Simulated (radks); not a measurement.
Ionisation of neutral lanthanum, [Xe] 5d1 6s2, to [Xe] 5d2 as the strength of local exchange is varied. Method: scalar-relativistic Kohn-Sham, Slater X-alpha exchange (alpha = 2/3 is LDA exchange), no correlation, spin-polarised, spherical densities, finite nucleus; open shells are filled with parallel spins first (spin-orbit coupling, left out, can overturn this in heavy ions); Fermi nuclear charge, rms radius 4.855 fm; computed with a radial shooting solver on a logarithmic mesh with Libxc functionals.

alpha  E(La) (hartree)  exchange (hartree)  IE (eV)  -e of the level emptied (eV)  <r> of it (bohr)
0.658       -8478.5291           -188.5531    5.098                    2.719 (6s)             4.622
0.667       -8481.1162           -191.1868    5.099                    2.753 (6s)             4.611
0.698       -8490.0331           -200.2697    5.099                    2.872 (6s)             4.572
0.731       -8499.5349           -209.9577    5.097                    3.002 (6s)             4.532
0.802       -8520.0120           -230.8687    5.081                    3.290 (6s)             4.446
0.804       -8520.5894           -231.4591    5.081                    3.298 (6s)             4.443
1.018       -8582.5917           -295.0466    4.951                    4.248 (6s)             4.201

NIST Atomic Spectra Database: 5.577 eV (measured). The central value is not met in this range of alpha. Open shells are spherical and high-spin; term and fine-structure splittings are not resolved. Spin-orbit splitting is averaged out at the scalar-relativistic level.
